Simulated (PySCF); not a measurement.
## Shapes and spin states of TcI₂

Computed with B3LYP/[Tc def2-SVP with ECP28, I def2-SVP with ECP28], scalar-relativistic core potentials, density fitting, no spin–orbit coupling, PySCF.

Relaxations began from a few typed shapes and spin states; open shells are unrestricted. The search is not exhaustive: other isomers or separated fragments can lie lower, and high-lying points may rest on an excited occupation.

| spin | group | bonds | angles | imaginary modes (cm⁻¹) | ΔE (kJ/mol) | ΔE with ZPE (kJ/mol) |
| --- | --- | --- | --- | --- | --- | --- |
| sextet | D∞h | Tc–I 2.647 Å (×2) | I–Tc–I 180.0° | none | 0.0 | 0.0 |
| broken-symmetry Ms = 3/2 (⟨S²⟩ 4.59) | C2v | Tc–I 2.619 Å (×2) | I–Tc–I 171.6° | none | 96.3 | 96.1 |
| broken-symmetry Ms = 1/2 (⟨S²⟩ 2.61) | D∞h | Tc–I 2.612 Å (×2) | I–Tc–I 180.0° | none | 146.7 | 146.7 |

The lowest minimum found is the sextet D∞h: Tc–I 2.647 Å (×2); I–Tc–I 180.0°.

Formally Tc is in oxidation state +2, d5, with 5 unpaired electrons (the high-spin count). The Mulliken spin on Tc is 4.64. The polar-tensor charge on Tc, 1.14, is far below the formal one.

For the lowest minimum: with open d or f shells other occupations or spin states may lie lower. No spin–orbit coupling is included, which matters more the heavier the element.

The electron or spin density has lower symmetry than the nuclear frame for the broken-symmetry Ms = 3/2 (⟨S²⟩ 4.59) C2v at 96.3 kJ/mol, broken-symmetry Ms = 1/2 (⟨S²⟩ 2.61) D∞h at 146.7 kJ/mol.
